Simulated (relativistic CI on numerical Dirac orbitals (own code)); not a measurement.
**Cr³⁺ in a cubic cluster: 3s photoemission with charge transfer**

Computed with a charge-transfer multiplet model of a cubic metal-ligand cluster with up to 2 ligand holes, Slater and spin-orbit integrals from Dirac-Coulomb-Breit ions, Slater integrals scaled by 0.9. The parameters are those of a tetrahedral site (10Dq negative, t2 hopping the larger). The ground state mixes d3 with configurations of k ligand holes L, whose averages lie at kΔ + k(k − 1)U_dd/2; a core hole lowers each added d electron by U_cd. 20 K, Lorentzian 1.4 eV and Gaussian 0.8 eV FWHM.

Atomic integrals in eV (Slater integrals scaled, ζ unscaled), ground: F2dd 9.646, F4dd 6.039, zeta_d 0.033; with the core hole: F2dd 10.597, F4dd 6.675, zeta_d 0.040, G2cd 10.591.

Cluster parameters (eV): U_dd = 5.4, U_cd = 6.1, 10Dq = -0.45, 10Dq(ligand) = 0, V(eg) = 1.02, V(t2g) = -1.74, final-state hopping factor = 1.

```
       Case   n_d    d3   d4L  d5L2     S
Δ = -0.8 eV  3.96  0.22  0.61  0.18  1.50
 Δ = 0.2 eV  3.84  0.29  0.58  0.13  1.50
 Δ = 1.2 eV  3.72  0.37  0.53  0.10  1.50
```

Weights, n_d and S are thermal averages at 20 K. Binding energies count from the first peak over 30 % of the highest in each spectrum, which can be another peak from case to case. The parameters are a model scan and need not match a compound or its usual spin state. Peaks in eV (height, largest 100):
- Δ = -0.8 eV: 0.0 (100), 4.1 (80), 11.3 (96), 20.6 (16)
- Δ = 0.2 eV: 0.0 (100), 4.0 (76), 11.0 (93), 20.2 (16)
- Δ = 1.2 eV: 0.0 (100), 3.8 (68), 10.6 (92), 19.7 (15)

For the case Δ = 1.2 eV, Δ = 1.2 eV is smaller than U_dd = 5.4 eV, the charge-transfer side of the Zaanen-Sawatzky-Allen scheme. With the core hole the configuration with one ligand hole lies at Δ − U_cd = -6.9, -5.9, -4.9 eV from the one without, in the order of the table; where this is negative the screened configuration lies lower, though the effective hopping of about 3.9 eV (from the holes of the mixed ground state) mixes the two strongly wherever it is as large as the gap.

With at most 2 ligand holes the space is cut while the next configuration still counts, so covalency is underestimated, and a final configuration with one more ligand hole, which can lie low, is missing from the spectra.

Without intra-shell correlation the exchange splitting of the 3s hole comes out too large.
